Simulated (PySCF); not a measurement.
Molecule: SMILES COc1ccccn1, C6H7NO.

Mapped SMILES: `[CH3:1][O:2][c:3]1[cH:4][cH:5][cH:6][cH:7][n:8]1`; H(Xn) means a hydrogen on atom n.

Geometry PBE0-D3(BJ)/def2-SVP throughout; GIAO in PySCF 2.14, gas phase, one conformer, non-relativistic; equivalent atoms averaged; basis pcSseg-1.

(1) How do the shifts δ (against TMS, NH3 at the same level) depend on the functional? (a selection of nuclei; ppm; last column core-seconds on shared hosts with different chips, so compare them loosely; the GGAs took longer than the global hybrids here, which isn't the general rule, and the cause wasn't traced)

(2) Which nucleus among those listed moves most, in ppm?

Answers

(1) 
```tsv
functional	kind	C3	C7	C6	C4	C1	N8	H(C7)	H(C4)	H(C1)	core-s
BLYP	GGA	167.2	151.3	119.4	113.8	55.1	304.7	8.08	6.52	3.89	42
BP86	GGA	165.6	150.6	118.6	113.1	54.7	297.2	8.17	6.60	3.90	42
KT2	GGA	158.1	142.2	111.3	105.8	53.2	280.4	7.98	6.47	3.85	45
B3LYP	global hybrid	169.9	154.0	121.0	115.6	54.4	307.1	8.18	6.65	3.87	29
PBE0	global hybrid	168.4	153.6	120.4	115.0	53.6	301.8	8.29	6.76	3.86	16
WP04	global hybrid	170.3	153.4	120.8	115.5	56.0	297.7	7.99	6.50	3.78	17
B97-2	global hybrid	165.3	150.4	117.6	112.3	53.4	293.9	8.22	6.68	3.85	15
wB97X-D	range-separated hybrid	170.2	155.1	121.0	115.7	54.1	300.6	8.29	6.78	3.85	38
```

(2) N8 (pyridine-type ring nitrogen): from 280.4 ppm with KT2 to 307.1 ppm with B3LYP. The smallest spread is 0.12 ppm, at H(C1). Proton shifts span only some 12 ppm, so a few tenths of a ppm matter as much there as several ppm in carbon.
